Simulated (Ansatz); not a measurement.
`[F][Ti]([F])([F])[I]` + H₂O → `[OH][Ti]([F])([F])[F]` + HI at 700 K and 1 bar (formal hydrolysis of a Ti–I bond).

Program: Ansatz. Geometries: PBE0-D4/def2-TZVP. ΔE: electronic, gas phase. CBS: MP2 limit from def2 TZ/QZ plus the TZ coupled-cluster correction, frozen cores. This one scheme is used for every species. Elements past krypton have def2 core potentials. For I, Ti outer-core shells are correlated without core-valence functions, which leaves a few kJ/mol of doubt a bond. Scalar relativity is left out up to krypton. One conformer a species, not always the lowest.

```tsv
species	CCSD(T)/CBS energy (Eh)	H − E (kJ/mol)	S (J/(mol·K))
`[F][Ti]([F])([F])[I]`	-1446.00030	79.8	432.1
H₂O	-76.37941	80.5	218.4
`[OH][Ti]([F])([F])[F]`	-1224.33935	116.4	442.7
HI	-298.03592	34.6	231.7
```

H − E and S are ideal-gas, rigid-rotor, harmonic terms from PBE0-D4/def2-TZVP, for one conformer and one mirror image of each species. 1 Eh = 2625.50 kJ/mol, R = 8.31446 J/(mol·K).

Question: By hand: ΔE, ΔH, ΔS and ΔG.

Answer: ΔE = (-1224.33935) + (-298.03592) − (-1446.00030) − (-76.37941) = 0.00444 Eh = 11.7 kJ/mol. Δ(H − E) = 116.4 + 34.6 − 79.8 − 80.5 = -9.3, so ΔH = 2.4 kJ/mol. ΔS = 442.7 + 231.7 − 432.1 − 218.4 = 23.9 J/(mol·K). ΔG = 2.4 − 700 × (23.9)/1000 = -14.3 kJ/mol.

Question: By hand: the equilibrium constant, and the temperature at which ΔG would vanish if ΔH and ΔS stayed fixed.

Answer: log₁₀ K = −ΔG/(RT ln 10) = 1.1. ΔG = 0 at ΔH/ΔS = 100 K, though so small a ΔH makes that figure unsure.

TΔS isn't small against ΔH here. A doubt of 5 kJ/mol in ΔE shifts log₁₀ K by 0.4 here. Other conformers and mirror images would add mixing entropy, several J/(mol·K) or more a flexible species. These are equilibria of isolated gas molecules and say nothing of rates. Largest T1 diagnostic: 0.023 (customary marks: 0.02 for closed shells, 0.045 for open ones).
